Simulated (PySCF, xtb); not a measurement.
C6H14O3, SMILES COCCOCCOC. One conformer was computed; it need not be the lowest.

Harmonic wavenumbers (cm⁻¹) from GFN2-xTB in xtb 6.7.1 at its own minimum, in rising order: 26, 36, 50, 87, 103, 107, 163, 193, 228, 280, 300, 354, 407, 474, 557, 804, 834, 959, 980, 1012, 1025, 1072, 1088, 1103, 1121, 1123, 1128, 1134, 1138, 1167, 1181, 1188, 1239, 1252, 1273, 1294, 1303, 1353, 1360, 1405, 1406, 1455, 1459, 1467, 1472, 1488, 1489, 1489, 1497, 2854, 2869, 2882, 2884, 2887, 2896, 2909, 2911, 2920, 2933, 2964, 2979, 3025, 3031.

Q: What does PySCF with PBE0-D3(BJ)/def2-SVP give at its own minimum? (Estimate from the structure and the level; the computed values follow.)

A: 20, 36, 53, 93, 105, 127, 156, 176, 236, 289, 303, 365, 417, 488, 565, 798, 837, 1007, 1023, 1064, 1071, 1107, 1145, 1160, 1177, 1189, 1200, 1218, 1233, 1244, 1253, 1269, 1284, 1297, 1325, 1349, 1356, 1432, 1451, 1458, 1459, 1466, 1471, 1478, 1482, 1487, 1493, 1511, 1518, 2982, 2993, 2994, 3005, 3013, 3024, 3029, 3052, 3062, 3063, 3105, 3124, 3157, 3157. Paired by order, the mean absolute difference is 56 cm⁻¹ and the zero-point energies are 123.0 and 127.9 kcal/mol.
